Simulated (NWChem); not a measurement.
Everything below was run with NWChem. System: H₆OSi₂, charge 0, spin multiplicity 1, displaced from the optimised geometry. Level: CCSD(T)/cc-pVDZ, 11 core orbitals frozen, spin-restricted.

Job file:

```
start mol
memory heap 100 mb stack 700 mb global 1900 mb
geometry units angstroms nocenter noautoz noautosym
  Si     0.383541    -1.552620     0.004797
  O     -0.358298    -0.073520    -0.018333
  Si    -0.258710     1.578236     0.002063
  H      0.617256    -1.989644     1.413747
  H     -0.498166    -2.541474    -0.677835
  H      1.697868    -1.485144    -0.705343
  H      0.998274     2.030977    -0.669830
  H     -0.262361     2.449219     2.466267
  H     -1.435700     2.138871    -0.720300
end
basis spherical
  * library cc-pvdz
end
scf
  rhf
  nopen 0
  maxiter 100
  thresh 1e-7
  semidirect memsize 60000000 filesize 0
end
ccsd
  freeze core 11
  maxiter 60
end
task ccsd(t) energy
```

Part of the output:

```
             Northwest Computational Chemistry Package (NWChem) 7.3.0
             --------------------------------------------------------

                                NWChem Input Module
                                -------------------

 Scaling coordinates for geometry "geometry" by  1.889725989
 (inverse scale =  0.529177249)

                             Geometry "geometry" -> ""
                             -------------------------

 Output coordinates in angstroms (scale by  1.889725989 to convert to a.u.)

  No.       Tag          Charge          X              Y              Z
 ---- ---------------- ---------- -------------- -------------- --------------
    1 Si                  14.0000     0.38354100    -1.55262000     0.00479700
    2 O                    8.0000    -0.35829800    -0.07352000    -0.01833300
    3 Si                  14.0000    -0.25871000     1.57823600     0.00206300
    4 H                    1.0000     0.61725600    -1.98964400     1.41374700
    5 H                    1.0000    -0.49816600    -2.54147400    -0.67783500
    6 H                    1.0000     1.69786800    -1.48514400    -0.70534300
    7 H                    1.0000     0.99827400     2.03097700    -0.66983000
    8 H                    1.0000    -0.26236100     2.44921900     2.46626700
    9 H                    1.0000    -1.43570000     2.13887100    -0.72030000

 Effective nuclear repulsion energy (a.u.)     154.3137065160

            Nuclear Dipole moment (a.u.)
            ----------------------------
        X                 Y               Z
 ---------------- ---------------- ----------------
    -0.0029838773     0.7053761300     1.9957056015


 Summary of "ao basis" -> "" (spherical)
 ------------------------------------------------------------------------------
       Tag                 Description            Shells   Functions and Types
 ---------------- ------------------------------  ------  ---------------------
 *                          cc-pvdz                   on all atoms

 Summary of "ao basis" -> "ao basis" (spherical)
 ------------------------------------------------------------------------------
       Tag                 Description            Shells   Functions and Types
 ---------------- ------------------------------  ------  ---------------------
 Si                         cc-pvdz                  8       18   4s3p1d
 O                          cc-pvdz                  6       14   3s2p1d
 H                          cc-pvdz                  3        5   2s1p

                                 NWChem SCF Module
                                 -----------------

  ao basis        = "ao basis"
  functions       =    80
  atoms           =     9
  closed shells   =    21
  open shells     =     0
  charge          =   0.00
  wavefunction    = RHF
  use symmetry    = F
  symmetry adapt  = F

 Summary of "ao basis" -> "ao basis" (spherical)
 ------------------------------------------------------------------------------
       Tag                 Description            Shells   Functions and Types
 ---------------- ------------------------------  ------  ---------------------
 Si                         cc-pvdz                  8       18   4s3p1d
 O                          cc-pvdz                  6       14   3s2p1d
 H                          cc-pvdz                  3        5   2s1p

 Forming initial guess at       0.0s

      Superposition of Atomic Density Guess
      -------------------------------------
[...]
task       246 out of       820 done  30%  at       1.9 secs
task       287 out of       820 done  35%  at       2.3 secs
task       328 out of       820 done  40%  at       2.8 secs
task       369 out of       820 done  45%  at       3.2 secs
task       410 out of       820 done  50%  at       3.7 secs
task       451 out of       820 done  55%  at       3.9 secs
task       492 out of       820 done  60%  at       4.1 secs
task       533 out of       820 done  65%  at       4.3 secs
task       574 out of       820 done  70%  at       4.5 secs
task       615 out of       820 done  75%  at       4.7 secs
task       656 out of       820 done  80%  at       4.8 secs
task       697 out of       820 done  85%  at       4.9 secs
task       738 out of       820 done  90%  at       5.0 secs
task       779 out of       820 done  95%  at       5.1 secs
task       820 out of       820 done 100%  at       5.3 secs
 commencing triples evaluation - blocking       1
 ccsd(t): done        1 out of       59 progress:    1.7%
 ccsd(t): done        2 out of       59 progress:    3.4%
 ccsd(t): done        3 out of       59 progress:    5.1%
 ccsd(t): done        4 out of       59 progress:    6.8%
 ccsd(t): done        5 out of       59 progress:    8.5%
 ccsd(t): done        6 out of       59 progress:   10.2%
 ccsd(t): done        7 out of       59 progress:   11.9%
 ccsd(t): done        8 out of       59 progress:   13.6%
 ccsd(t): done        9 out of       59 progress:   15.3%
 ccsd(t): done       10 out of       59 progress:   16.9%
 ccsd(t): done       11 out of       59 progress:   18.6%
 ccsd(t): done       12 out of       59 progress:   20.3%
 ccsd(t): done       13 out of       59 progress:   22.0%
 ccsd(t): done       14 out of       59 progress:   23.7%
 ccsd(t): done       15 out of       59 progress:   25.4%
 ccsd(t): done       16 out of       59 progress:   27.1%
 ccsd(t): done       17 out of       59 progress:   28.8%
 ccsd(t): done       18 out of       59 progress:   30.5%
 ccsd(t): done       19 out of       59 progress:   32.2%
 ccsd(t): done       20 out of       59 progress:   33.9%
 ccsd(t): done       21 out of       59 progress:   35.6%
 ccsd(t): done       22 out of       59 progress:   37.3%
 ccsd(t): done       23 out of       59 progress:   39.0%
 ccsd(t): done       24 out of       59 progress:   40.7%
 ccsd(t): done       25 out of       59 progress:   42.4%
 ccsd(t): done       26 out of       59 progress:   44.1%
 ccsd(t): done       27 out of       59 progress:   45.8%
 ccsd(t): done       28 out of       59 progress:   47.5%
 ccsd(t): done       29 out of       59 progress:   49.2%
 ccsd(t): done       30 out of       59 progress:   50.8%
 ccsd(t): done       31 out of       59 progress:   52.5%
 ccsd(t): done       32 out of       59 progress:   54.2%
 ccsd(t): done       33 out of       59 progress:   55.9%
 ccsd(t): done       34 out of       59 progress:   57.6%
 ccsd(t): done       35 out of       59 progress:   59.3%
 ccsd(t): done       36 out of       59 progress:   61.0%
 ccsd(t): done       37 out of       59 progress:   62.7%
 ccsd(t): done       38 out of       59 progress:   64.4%
 ccsd(t): done       39 out of       59 progress:   66.1%
 ccsd(t): done       40 out of       59 progress:   67.8%
 ccsd(t): done       41 out of       59 progress:   69.5%
 ccsd(t): done       42 out of       59 progress:   71.2%
 ccsd(t): done       43 out of       59 progress:   72.9%
 ccsd(t): done       44 out of       59 progress:   74.6%
 ccsd(t): done       45 out of       59 progress:   76.3%
 ccsd(t): done       46 out of       59 progress:   78.0%
 ccsd(t): done       47 out of       59 progress:   79.7%
 ccsd(t): done       48 out of       59 progress:   81.4%
 ccsd(t): done       49 out of       59 progress:   83.1%
 ccsd(t): done       50 out of       59 progress:   84.7%
 ccsd(t): done       51 out of       59 progress:   86.4%
 ccsd(t): done       52 out of       59 progress:   88.1%
 ccsd(t): done       53 out of       59 progress:   89.8%
 ccsd(t): done       54 out of       59 progress:   91.5%
 ccsd(t): done       55 out of       59 progress:   93.2%
 ccsd(t): done       56 out of       59 progress:   94.9%
 ccsd(t): done       57 out of       59 progress:   96.6%
 ccsd(t): done       58 out of       59 progress:   98.3%
 ccsd(t): done       59 out of       59 progress:  100.0%
 Time for integral evaluation pass     1        5.30
 Time for triples evaluation pass      1        3.32

 pseudo-e(mp4)  -0.13342622836230E-01
 pseudo-e(mp5)   0.89874954333966E-03
        e(t)    -0.12443873292891E-01

 --------------
 CCSD(T) Energy
 --------------
 Reference energy:                    -656.155249544970388

 CCSD corr. energy:                     -0.457306015376409
 T(CCSD) corr. energy:                  -0.013342622836230
 Total CCSD+T(CCSD) energy:           -656.625898183183040

 CCSD corr. energy:                     -0.457306015376409
 (T) corr. energy:                      -0.012443873292891
 Total CCSD(T) energy:                -656.624999433639687

 routine      calls  cpu(0)   cpu-min  cpu-ave  cpu-max   i/o
 aoccsd          1     0.01     0.01     0.01     0.01    0.00
 iterdrv         1     0.02     0.02     0.02     0.02    0.00
 pampt          15     0.07     0.07     0.07     0.07    0.00
 t2pm           15     0.13     0.13     0.13     0.13    0.00
 sxy            15     0.77     0.77     0.77     0.77    0.00
 ints      9957600    75.18    75.18    75.18    75.18    0.00
 t2eri       12300     7.02     7.02     7.02     7.02    0.00
 idx2        12300     0.92     0.92     0.92     0.92    0.00
 idx34          15     0.10     0.10     0.10     0.10    0.00
 ht2pm          15     0.21     0.21     0.21     0.21    0.00
 itm            15     0.90     0.90     0.90     0.90    0.00
 pdiis          15     0.03     0.03     0.03     0.03    0.00
 triples         1     0.00     0.00     0.00     0.00    0.00
 rdtrpo          1     0.01     0.01     0.01     0.01    0.00
 trpmos          1     5.30     5.30     5.30     5.30    0.00
 trpdrv          1     0.41     0.41     0.41     0.41    0.00
 dovvv       64900     1.61     1.61     1.61     1.61    0.00
 doooo       64900     0.38     0.38     0.38     0.38    0.00
 tengy       59000     0.88     0.88     0.88     0.88    0.00
 Total                93.95    93.95    93.95    93.95    0.00

 Task  times  cpu:      101.2s     wall:      101.2s

 Total times  cpu:      101.2s     wall:      101.2s
```
